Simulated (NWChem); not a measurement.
Total energies of hydrogen telluride (H$_{2}$Te)

SMILES: [TeH2]
```xyz
3

Te     0.0000     0.0000     0.0441
H     -1.1845     0.0000    -1.1474
H      1.1845     0.0000    -1.1474
```
Charge 0, spin multiplicity 1.

Program: NWChem. All single points use one geometry, from PBE/def2-SVP with def2 effective core potentials on Te, a minimum by its harmonic frequencies.

Basis set: def2-QZVP (142 functions).

```json
[
 {"method": "RHF", "total energy (Ha)": "-268.15470", "relative cost": "1"},
 {"method": "MP2", "total energy (Ha)": "-268.79163", "relative cost": "under 3"},
 {"method": "B2PLYP", "total energy (Ha)": "-269.08243", "relative cost": "5"},
 {"method": "PBE", "total energy (Ha)": "-269.20125", "relative cost": "under 3"},
 {"method": "B3LYP", "total energy (Ha)": "-269.30832", "relative cost": "under 3"},
 {"method": "CAM-B3LYP", "total energy (Ha)": "-269.20939", "relative cost": "10"}
]
```

Total energies of different functionals aren't comparable as a measure of quality: only differences taken within one method are. The cost column gives rough processor time relative to RHF; each entry includes its own SCF.

Effective core potentials replace the inner electrons of Te; spin-orbit coupling is left out. The correlated methods keep 4 core orbitals frozen. B3LYP has NWChem's definition, with VWN1-RPA local correlation. GW and range-separated runs recompute their integrals, the others keep them in memory, which bears on the times.
